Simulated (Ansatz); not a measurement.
```yaml
crystal:
  periodic: [false, false, false]
  atoms:
    - {symbol: I, position_ang: [0.832493, 0.270511, 2.236845]}
    - {symbol: P, position_ang: [0.705887, -0.037393, -0.366352]}
    - {symbol: I, position_ang: [-0.722334, -1.942955, -0.572552]}
    - {symbol: I, position_ang: [-0.722638, 1.751486, -1.061500]}
basis:
  gaussian: {orbitals: def2-mTZVPP, final_grid: {core_spheres: 8, valence_spheres: 7, degree: 23}}
hamiltonian: {xc: {name: HF}}
correlation: {method: mp2, frozen_orbitals: {I: 0}}
accuracy: high
output: {forces: true}
```

```sh
$ ansatz run in.yaml --threads 4 --pin off --events-out ev --progress --plain --max-ram 10444MiB
```

It prints (some lines left out):

```
Functional definition: HF
Error: "frozen_orbitals" has no count for P
```

**Question.** Something in this input is off. What?

**Answer.** Frozen orbitals are typed for one element alone, and the program wants a count for each. The program refused the input.
